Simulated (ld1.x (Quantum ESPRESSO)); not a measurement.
**Which change was made? (H, PAW)**

hydrogen (H), PAW, made with ld1.x (Quantum ESPRESSO) 7.5 (LDA (PZ), scalar-relativistic). Core none, reference 1s1. Waves: 1s (bound): rcut 0.90, rcutus 1.20 bohr; 1s channel at 0.7 Ry: rcut 0.90, rcutus 1.20 bohr. Local part: all-electron potential smoothed inside 1.20 bohr (lloc = -1). Core correction: none. Augmentation charge: BESSEL, radius 0.75 bohr.

Cutoffs, loose and tight: the cutoffs (Ry, on a coarse ladder) from which the occupation-weighted sum of valence levels, in a spherical-Bessel basis at the reference potential, stays within 10 and 1 mRy of its value at 400 Ry. They do not see the model core or the augmentation charge, which bear on the density cutoff. Test errors are all-electron minus pseudo excitation energies from the reference, over the configurations 1s0.5 (two spin-polarised tests are not counted in the largest error); variants that change the core or the reference have their own tests.

The base gives: outcome: generated; cutoff, loose: 15 Ry; cutoff, tight: 25 Ry; bound ghosts: none.

**Question.** After one change the result is: outcome: generated; cutoff, loose: 18 Ry; cutoff, tight: 30 Ry; bound ghosts: none. Which change was it?
A. waves 1s (bound): rcut 0.66, rcutus 0.88 bohr; 1s channel at 0.7 Ry: rcut 0.66, rcutus 0.88 bohr; local potential all-electron potential smoothed inside 0.88 bohr (lloc = -1); augmentation BESSEL, radius 0.56 bohr
B. waves 1s (bound): rcut 0.90, rcutus 1.34 bohr; 1s channel at 0.7 Ry: rcut 0.90, rcutus 1.34 bohr
C. waves 1s (bound): rcut 0.90, rcutus 1.66 bohr; 1s channel at 0.7 Ry: rcut 0.90, rcutus 1.66 bohr
D. local potential all-electron potential smoothed inside 0.58 bohr (lloc = -1)

**Answer.** D. The others give: waves 1s (bound): rcut 0.66, rcutus 0.88 bohr; 1s channel at 0.7 Ry: rcut 0.66, rcutus 0.88 bohr; local potential all-electron potential smoothed inside 0.88 bohr (lloc = -1); augmentation BESSEL, radius 0.56 bohr → outcome: generated; cutoff, loose: 21 Ry; cutoff, tight: 40 Ry; bound ghosts: none | waves 1s (bound): rcut 0.90, rcutus 1.66 bohr; 1s channel at 0.7 Ry: rcut 0.90, rcutus 1.66 bohr → outcome: generated; cutoff, loose: 10 Ry; cutoff, tight: 15 Ry; bound ghosts: none | waves 1s (bound): rcut 0.90, rcutus 1.34 bohr; 1s channel at 0.7 Ry: rcut 0.90, rcutus 1.34 bohr → outcome: generated; cutoff, loose: 12 Ry; cutoff, tight: 21 Ry; bound ghosts: none.
